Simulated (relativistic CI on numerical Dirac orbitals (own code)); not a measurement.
## Mn³⁺: resonant inelastic scattering at the L2,3 edge

Computed with this model: Dirac-Coulomb-Breit CI, KLI orbitals optimised for each configuration, QED by a radiative potential, valence Slater integrals scaled by 0.8, Kramers-Heisenberg scattering through one core-hole configuration in a parametric crystal field; configurations [Ar] 3d4 → [He] 2s2 2p5 3s2 3p6 3d5; 300 K; core-hole width 0.4 eV; summed over polarisations. Incident energies are the highest absorption maxima for each field (at most a few, so the weaker spin-orbit partner edge can be absent), on the computed scale of the free ion. Intensities are in per cent of the strongest line above 0.02 eV; levels within 1 cm⁻¹ are merged; final levels count from the ground level, the first row holds all elastic scattering, lines under 0.4 are left out and each table stops after 24 rows. The scale of the Slater integrals is a model choice and moves the terms in proportion.

Field parameters in Wybourne normalisation: Td as Oh with Dq negative (B⁴₀ = 21Dq, B⁴₄ = √(5/14) B⁴₀). The field is a parameter set, without covalency.

S is read from ⟨S²⟩ = S(S + 1).

Td, 10Dq = -6800 cm⁻¹:

```
Final level (eV)  Degeneracy  Irrep     S  644.4 eV  645.1 eV  647 eV
           0.000           1     A1  2.00     798.1     462.1   166.4
           0.003           3     T1  2.00     237.2      95.6    22.2
           0.005           3     T2  2.00      90.2      45.3    13.2
           0.035           2      E  2.00      61.0      22.4     7.3
           0.036           3     T1  2.00     100.0      31.4     5.3
           0.057           3     T2  2.00      41.1      18.8     2.5
           0.870           1     A2  2.00       5.5       5.2     2.3
           0.870           3     T2  2.00      11.4      22.1     9.1
           0.870           2      E  2.00       7.3      18.0    25.4
           0.870           3     T1  2.00      13.4      41.7    27.7
           0.870           1     A1  2.00       8.7      14.9     7.1
           1.668           1     A1  0.97       1.8       4.9     8.5
           1.710           3     T1  1.00       3.8      10.3    19.0
           1.737           2      E  1.00       5.8      10.0     5.9
           1.741           3     T2  1.00       3.8      31.1    11.6
           2.082           1     A2  1.00       2.7       3.3     4.1
           2.089           3     T2  1.00       2.7       6.1    12.1
           2.094           3     T1  1.00       1.5       6.7    11.7
           2.101           2      E  1.00       3.3       8.8     7.7
           2.110           1     A1  0.09       0.8       4.5     5.1
           2.411           3     T1  0.98       2.5       9.2    12.9
           2.420           2      E  1.00       3.6       4.4     9.1
           2.423           3     T2  1.00       2.3       7.6    11.1
           2.427           1     A1  1.00       0.8       2.6     1.5
```

Td, 10Dq = -8450 cm⁻¹:

| Final level (eV) | Degeneracy | Irrep | S | 644.4 eV | 645.2 eV | 647 eV |
| --- | --- | --- | --- | --- | --- | --- |
| 0.000 | 1 | A1 | 2.00 | 788.3 | 523.2 | 168.7 |
| 0.003 | 3 | T1 | 2.00 | 200.3 | 97.4 | 24.4 |
| 0.005 | 3 | T2 | 2.00 | 84.2 | 45.1 | 10.8 |
| 0.035 | 2 | E | 2.00 | 66.2 | 24.9 | 9.7 |
| 0.036 | 3 | T1 | 2.00 | 100.0 | 26.0 | 4.9 |
| 0.056 | 3 | T2 | 2.00 | 35.5 | 20.9 | 2.1 |
| 1.074 | 10 |  | 2.00 | 40.9 | 85.6 | 92.4 |
| 1.470 | 1 | A1 | 0.91 | 3.4 | 6.2 | 7.9 |
| 1.527 | 3 | T1 | 1.00 | 4.2 | 13.7 | 17.2 |
| 1.555 | 2 | E | 1.00 | 7.5 | 11.2 | 6.9 |
| 1.558 | 3 | T2 | 1.00 | 4.9 | 37.5 | 14.4 |
| 1.748 | 1 | A1 | 0.21 | 1.0 | 1.5 | 4.0 |
| 1.961 | 1 | A2 | 1.00 | 3.9 | 4.0 | 2.7 |
| 1.970 | 3 | T2 | 1.00 | 3.4 | 5.8 | 12.1 |
| 1.983 | 3 | T1 | 1.00 | 1.9 | 7.2 | 9.2 |
| 1.989 | 2 | E | 1.00 | 3.5 | 9.1 | 7.2 |
| 2.400 | 3 | T1 | 0.93 | 2.4 | 9.8 | 12.4 |
| 2.421 | 2 | E | 1.00 | 4.9 | 4.6 | 10.4 |
| 2.424 | 3 | T2 | 1.00 | 2.3 | 7.5 | 10.5 |
| 2.427 | 1 | A1 | 1.00 | 0.9 | 3.4 | 1.3 |
| 2.593 | 3 | T1 | 0.22 | 2.1 | 4.7 | 7.3 |
| 2.641 | 1 | A2 | 1.00 | 2.0 | 2.3 | 3.2 |
| 2.653 | 3 | T2 | 1.00 | 6.3 | 4.9 | 7.1 |
| 2.682 | 3 | T1 | 0.99 | 2.5 | 4.0 | 18.8 |

For the first field the strongest loss at the lowest incident energy is the level at 0.04 eV (S = 2.00, against 2.00 in the thermal ground state). Levels of other spin, the first over 8 % at 1.67 eV, appear because spin-orbit coupling of the core hole, and in heavier ions of the valence shell too, mixes spins.
